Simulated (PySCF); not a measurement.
## `CCCN[Si@H](N)F`: 4 charge schemes on one density

C3H11FN2Si.
Cartesian coordinates in Å at the GFN2-xTB level; atoms count from 1:
```
atom  x, y, z in Å
C1    -2.903   -0.287    0.132
C2    -1.441   -0.512    0.494
C3    -0.583    0.715    0.177
N4     0.804    0.559    0.551
Si5    1.961   -0.229   -0.431
N6     3.471    0.089    0.315
F7     1.754    0.434   -1.894
H8    -3.493   -1.174    0.351
H9    -3.313    0.546    0.699
H10   -3.000   -0.061   -0.928
H11   -1.357   -0.739    1.560
H12   -1.046   -1.366   -0.060
H13   -0.617    0.917   -0.895
H14   -0.992    1.587    0.701
H15    0.910    0.453    1.549
H16    1.886   -1.657   -0.703
H17    4.303   -0.271   -0.119
H18    3.646    1.004    0.695
```

Density: PBE0/pcSseg-1 (PySCF); schemes: Mulliken, IAO, Hirshfeld and ESP-fitted. One conformer (not necessarily the lowest) at the GFN2-xTB geometry, without solvent, vibrations or thermal averaging.

Problem. At which atom do the 4 schemes differ most?

Solution. At Si5: from +0.464 (Hirshfeld) to +1.363 e (IAO), 0.899 e apart.

Problem. Which atoms carry the lowest charge in the Mulliken, IAO, Hirshfeld and ESP-fitted schemes?

Solution. The schemes don't all agree: Mulliken N4 (-0.674); IAO N6 (-0.850); Hirshfeld N6 (-0.320); ESP-fitted N6 (-1.108).

Problem. Which atoms carry the highest charge in the Mulliken, IAO, Hirshfeld and ESP-fitted schemes?

Solution. All schemes agree: Mulliken Si5 (+1.110); IAO Si5 (+1.363); Hirshfeld Si5 (+0.464); ESP-fitted Si5 (+0.930).

Problem. Tabulate the Mulliken, IAO, Hirshfeld and ESP-fitted charges.

Solution. In e:

| atom | environment | Mulliken | IAO | Hirshfeld | ESP-fitted |
| --- | --- | --- | --- | --- | --- |
| C1 | methyl carbon | -0.276 | -0.421 | -0.117 | -0.328 |
| C2 | chain CH2 carbon | -0.296 | -0.260 | -0.073 | +0.213 |
| C3 | sp3 carbon bound to nitrogen | -0.006 | -0.139 | -0.022 | +0.071 |
| N4 | silicon-bound nitrogen | -0.674 | -0.689 | -0.245 | -0.770 |
| Si5 | fluorine-bound silicon | +1.110 | +1.363 | +0.464 | +0.930 |
| N6 | silicon-bound nitrogen | -0.635 | -0.850 | -0.320 | -1.108 |
| F7 | silicon-bound fluorine | -0.435 | -0.552 | -0.219 | -0.333 |
| H8 | methyl hydrogen | +0.117 | +0.144 | +0.042 | +0.083 |
| H9 | methyl hydrogen | +0.107 | +0.136 | +0.039 | +0.067 |
| H10 | methyl hydrogen | +0.110 | +0.138 | +0.041 | +0.071 |
| H11 | methylene hydrogen | +0.106 | +0.125 | +0.033 | -0.036 |
| H12 | methylene hydrogen | +0.123 | +0.130 | +0.035 | -0.032 |
| H13 | methylene hydrogen | +0.124 | +0.142 | +0.040 | +0.069 |
| H14 | methylene hydrogen | +0.113 | +0.130 | +0.037 | +0.044 |
| H15 | N–H hydrogen | +0.190 | +0.258 | +0.114 | +0.363 |
| H16 | Si–H hydrogen | -0.169 | -0.189 | -0.089 | -0.140 |
| H17 | N–H hydrogen | +0.196 | +0.267 | +0.121 | +0.422 |
| H18 | N–H hydrogen | +0.195 | +0.268 | +0.120 | +0.414 |

Mean size of the charges over all atoms: IAO 0.345 e, ESP-fitted 0.305 e, Mulliken 0.277 e, Hirshfeld 0.121 e. Each set sums to the total charge, 0, to within 0.001 e. The Mulliken scheme gives each basis function's population to the atom it is centred on and halves the overlap population of two atoms between them.

Problem. How many electrons does the IAO scheme count on N6?

Solution. Z − q = 7 − (-0.850) = 7.850.

Problem. Sum the charges by element, for elements with more than one atom.

Solution. 
```
element  atoms  Mulliken     IAO  Hirshfeld  ESP-fitted
      C      3    -0.578  -0.820     -0.212      -0.044
      N      2    -1.308  -1.540     -0.565      -1.878
      H     11    +1.212  +1.549     +0.532      +1.326
```

The run behind these numbers computed NMR shieldings as well. Time: 49 s wall; peak memory 0.81 GiB. Hardware: one thread, Arm Neoverse N1 (aarch64), shared host with 64 logical CPUs at a one-minute load of 60.
